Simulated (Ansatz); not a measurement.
```yaml
crystal:
  periodic: [false, false, false]
  atoms:
    - {symbol: Cd, position_ang: [-2.523501, -0.667561, 0.769075]}
    - {symbol: Cd, position_ang: [0.558900, -2.326307, -1.324929]}
    - {symbol: Cd, position_ang: [0.787563, 0.230503, 0.544882]}
    - {symbol: Cd, position_ang: [3.813748, 1.615260, -0.599772]}
    - {symbol: Cd, position_ang: [2.444161, 2.260982, 2.359927]}
    - {symbol: Cd, position_ang: [-0.489294, -4.400500, -3.097097]}
    - {symbol: S, position_ang: [-0.456975, 2.255105, 1.312591]}
    - {symbol: S, position_ang: [-1.976532, 2.254685, -0.176284]}
    - {symbol: S, position_ang: [-0.627431, -2.082790, 0.953949]}
    - {symbol: S, position_ang: [-3.754158, 1.367207, 0.615813]}
    - {symbol: S, position_ang: [2.223510, -0.506584, -1.358166]}
basis:
  gaussian: {orbitals: STO-3G, nuclear_model: gaussian}
hamiltonian: {xc: {name: wB97X-D}, pseudopotentials: {relativity: none}}
```

```sh
$ ansatz run in.yaml --threads 4 --pin off --events-out ev --progress --plain --max-ram 6963MiB
```

It prints (some lines left out):

```
Error: YAML parse error: error: line 17 column 19: hamiltonian.xc: no functional is named "wB97X-D"; the names, which are not case-sensitive, are SVWN5, SPW92, PBE, PBE0, PBEsol, revPBE, revPBE0, RPBE, rPW86-PBE, HSE06, wPBEh, LC-wPBE, HISS, HF, BLYP, B3LYP, B3LYP5, BHLYP, CAM-B3LYP, r2SCAN, r2SCANh, r2SCAN0, r2SCAN50, m-r2SCAN, B97, wB97, wB97X, wB97X-V, B97M-V, wB97M-V, B2PLYP, B2GP-PLYP, PBE0-DH, PBE-QIDH
15 | basis:
16 |   gaussian: {orbitals: STO-3G, nuclear_model: gaussian}
17 | hamiltonian: {xc: {name: wB97X-D}, pseudopotentials: {relativity: none}}
```

(1) Something in this input is off. What?

Results:

(1) The method's name isn't one that the program takes here. The program refused the input.
